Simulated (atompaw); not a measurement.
# Pseudopotential generation for Ta: PAW (atompaw), LDA (PW92), scalar-relativistic.

Ta, PAW, made with atompaw 4.2.0.5 (LDA (PW92), scalar-relativistic). Core [Xe] 4f14, reference 5d3 6s1.5 6p0 (charge +0.5). Waves: 6s (bound): rc 3.00 bohr; 6s channel at -0.3 Ry: rc 3.00 bohr; 6p (bound, empty): rc 3.00 bohr; 6p channel at 2.35 Ry: rc 3.00 bohr; 5d (bound): rc 3.00 bohr; 5d channel at 0.3 Ry: rc 2.00 bohr. Local part: bessel scheme, radius 2.05 bohr. Core correction: smooth core density matched at 2.80 bohr. Augmentation charge: besselshape compensation charge, radius 2.90 bohr; PAW radius 3.00 bohr; waves and projectors: custom polynom2 7 10 vanderbiltortho.

All-electron outer shells of the reference configuration (LDA (PW92), scalar-relativistic, ld1.x):

| shell | level (eV) | outermost node (bohr) | outermost maximum (bohr) |
| --- | --- | --- | --- |
| 4f | -28.42 | – | 0.44 |
| 6s | -8.67 | 1.32 | 2.71 |
| 5d | -7.14 | 0.65 | 1.58 |
| 6p | -4.02 | 1.59 | 3.61 |

Task: Does the generator finish with these settings?

Result: Yes, a potential is produced.

Task: Estimate the cutoffs (Ry, on a coarse ladder) from which the occupation-weighted sum of valence levels, in a spherical-Bessel basis at the reference potential, stays within 10 and 1 mRy of its value at 400 Ry.

Result: 15 Ry and 35 Ry.

Task: Does the potential have ghost states?

Result: No extra level below or beside the all-electron valence levels (s, p, d, f tested).

Task: Is the overlap operator S = 1 + Σ q|β⟩⟨β| positive definite (Bessel basis up to 400 Ry)?

Result: Yes: its lowest eigenvalue is 0.39 (d channel).

Task: Which valence shell sets the plane-wave cutoff?

Result: 5d: its level needs 25 Ry to come within 1 mRy, against 6 Ry for 6s.
